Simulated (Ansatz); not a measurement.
`[CH3][Mo](=[S])(=[S])[Cl]` + H–F → `[F][Mo](=[S])(=[S])[Cl]` + CH₄  (ligand exchange at a Mo–C bond)

Isolated molecules relaxed with PBE0-D4/def2-TZVP in Ansatz; ΔE leaves out vibrations. CBS: MP2 limit from def2 TZ/QZ plus the TZ coupled-cluster correction, frozen cores. This one scheme is used for every species. Functionals use def2-TZVPP. HSE06 is defined as in plane-wave codes. def2 core potentials past Kr. For Mo outer-core shells are correlated without core-valence functions, which leaves a few kJ/mol of doubt a bond.

`[CH3][Mo](=[S])(=[S])[Cl]`:

```xyz
8

C    -0.365    0.470   -0.966
Mo    0.303   -0.395    0.804
S     2.274    0.268    0.988
S    -0.874    0.490    2.283
Cl    0.111   -2.623    0.717
H    -0.293    1.558   -0.963
H     0.253    0.062   -1.773
H    -1.410    0.170   -1.090
```

H–F:

Z-matrix (Å, degrees):
```
F
H 1 0.920
```

`[F][Mo](=[S])(=[S])[Cl]`:

Cartesian coordinates in Å:
```
F -1.242 -0.758 -1.252
Mo -0.054 -0.038 -0.060
S 0.739 -1.549 1.139
S 1.529 0.843 -1.093
Cl -0.972 1.501 1.266
```

CH₄:

```xyz
5

C     0.000    0.000    0.000
H     1.060    0.165    0.193
H    -0.259    0.410   -0.976
H    -0.591    0.495    0.770
H    -0.210   -1.069    0.012
```

```json
{"level": "HSE06-D4", "ΔE (kJ/mol)": "-115.2"}
{"level": "CAM-B3LYP-D4", "ΔE (kJ/mol)": "-129.5"}
{"level": "HSE06", "ΔE (kJ/mol)": "-120.2"}
{"level": "BHLYP", "ΔE (kJ/mol)": "-125.3"}
{"level": "HF/def2-TZVPP", "ΔE (kJ/mol)": "-117.3"}
{"level": "CCSD/def2-TZVPP", "ΔE (kJ/mol)": "-101.8"}
{"level": "CCSD(T)/def2-TZVPP", "ΔE (kJ/mol)": "-105.7"}
{"level": "CCSD/CBS(def2)", "ΔE (kJ/mol)": "-100.0"}
```

**Question.** What does CCSD(T)/CBS give? (Best estimate.)

**Answer.** The calculation gave: -103.8 kJ/mol. The listed levels differ from it by -11.4, -25.7, -16.4, -21.5, -13.5, 2.0, -1.9, 3.8 kJ/mol.

**Question.** What do rigid-rotor, harmonic-oscillator terms from PBE0-D4/def2-TZVP frequencies (298.15 K, 1 bar) make of the CCSD(T)/CBS value? (An estimate is asked.)

**Answer.** Computed: ΔZPE = +5.7 kJ/mol, ΔH = -99.8 kJ/mol, ΔS = -6 J/(mol·K), ΔG = -98.0 kJ/mol.

Largest T1 diagnostic among the species: 0.025, so the coupled-cluster value is less sure than usual.

From r2SCAN to r2SCAN0 (25 % exact exchange), in def2-TZVPP and without D4, ΔE moves by +14.1 kJ/mol. The D4 term adds +9.1 kJ/mol with B3LYP and +5.2 kJ/mol with PBE0; it sums over pairs of atoms, weighted by their polarisabilities, and B3LYP, whose exchange is more repulsive, gets the larger term. In def2-TZVPP, CCSD(T) changes the Hartree–Fock value by +11.6 kJ/mol (the triples alone add −3.8 kJ/mol) and MP2 by +14.0 kJ/mol.

B3LYP here is the variant with VWN-RPA as its local correlation; programs differ in this.
